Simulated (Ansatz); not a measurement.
System: MoOCl, charge 0, multiplicity 4. SMILES: [Cl][Mo]=[O]
Coordinates optimised at B3LYP-D3(BJ)/def2-TZVP (Ansatz, a first-principles code):
```xyz
3

Mo     0.3924     0.2075     0.1089
O      1.8430    -0.3928    -0.4837
Cl    -1.8367    -0.3278    -0.0413
```
Charge 0, spin multiplicity 4.

Property: size of the dipole moment, in D. Set-up: six Cartesian d functions in 6-31G* and its kin unless marked 5d; spin-orbit terms left out; open shells spin-unrestricted; def2 sets with scalar-relativistic core potentials past Kr; dispersion terms only where a functional's name holds one; LANL2DZ with its own core potentials from Na on; STO-3G and 3-21G all-electron and non-relativistic. First-principles rows: single points at B3LYP-D3(BJ) geometries (Ansatz). The spin state of an ion or metal species was assumed, not searched.

```csv
level,program,size of the dipole moment (D)
PBE/STO-3G,Ansatz,2.48
PBE/3-21G,Ansatz,1.79
PBE/LANL2DZ,Ansatz,1.50
PBE/def2-SVP,Ansatz,1.18
PBE/6-31G* with LANL2DZ past Ar,Ansatz,1.27
```

No value to compare with is used here. The 5 habitual levels span 1.18 (PBE/def2-SVP) to 2.48 D (PBE/STO-3G).

The sets are all those run for this method; left out are runs that failed, that the program found above a lower state of the same kind, or whose <S^2> lies over 0.5 above the pure value.
